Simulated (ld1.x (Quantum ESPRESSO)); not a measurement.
# Br (Z = 35): excitation energies, all-electron against ultrasoft

| Quantity | Value |
| --- | --- |
| Element | bromine |
| Generator | ld1.x (Quantum ESPRESSO) 7.5 |
| Type | ultrasoft |
| Functional | LDA (PZ) |
| Relativity | scalar-relativistic |
| Frozen core | [Ar] 3d10 |
| Valence charge | 7 |
| Reference configuration | 4s2 4p4 (charge +1) |
| Partial waves | 4s (bound): rcut 1.30, rcutus 1.70 bohr; 4s channel at 2.05 Ry: rcut 1.30, rcutus 1.70 bohr; 4p (bound): rcut 1.40, rcutus 1.55 bohr; 4p channel at 1.9 Ry: rcut 1.40, rcutus 1.55 bohr |
| Local potential | all-electron potential smoothed inside 1.60 bohr (lloc = -1) |
| Core correction | Bessel-smoothed model core inside 1.35 bohr |
| Augmentation charge | built from norm-conserving waves at rcut, not smoothed further |

Energies are relative to the spin-unpolarised reference configuration 4s2 4p4; without spin polarisation the order of configurations can differ from experiment. Spin-polarised rows fill each open shell by Hund’s rule, majority spin first.

```json
{"valence configuration": "4s2 4p5", "charge": "0", "ΔE all-electron (eV)": "-12.708", "error AE − PS (meV)": "+1.7"}
{"valence configuration": "4s2 4p3", "charge": "+2", "ΔE all-electron (eV)": "22.944", "error AE − PS (meV)": "-6.6"}
{"valence configuration": "4s2 4p2", "charge": "+3", "ΔE all-electron (eV)": "57.165", "error AE − PS (meV)": "-26"}
{"valence configuration": "4s1 4p6", "charge": "0", "ΔE all-electron (eV)": "-0.290", "error AE − PS (meV)": "-0.1"}
{"valence configuration": "4s1 4p5", "charge": "+1", "ΔE all-electron (eV)": "13.043", "error AE − PS (meV)": "-4.7"}
{"valence configuration": "4s2 4p5.3", "charge": "-0.3", "ΔE all-electron (eV)": "-14.716", "error AE − PS (meV)": "+1.9"}
{"valence configuration": "4s2 4p4 (spin-polarised)", "charge": "+1", "ΔE all-electron (eV)": "-0.710", "error AE − PS (meV)": "+8.5"}
{"valence configuration": "4s2 4p5 (spin-polarised)", "charge": "0", "ΔE all-electron (eV)": "-12.860", "error AE − PS (meV)": "+3.4"}
```

What are ΔE and the potential's error for 4s2 4p4.5?

ΔE = -7.559 eV all-electron; the error (AE − PS) is +1.1 meV.

Levels in the configuration 4s2 4p5 (spin-polarised):

```
  level  all-electron (eV)  pseudo (eV)
  4s up            -20.624      -20.626
  4p up             -8.287       -8.289
4s down            -19.965      -19.955
4p down             -7.681       -7.676
```

Note: ghost state, extra bound levels that the all-electron valence spectrum of the same l lacks: d at -5.3 eV. A true bound ghost makes a file unfit for plane-wave use.
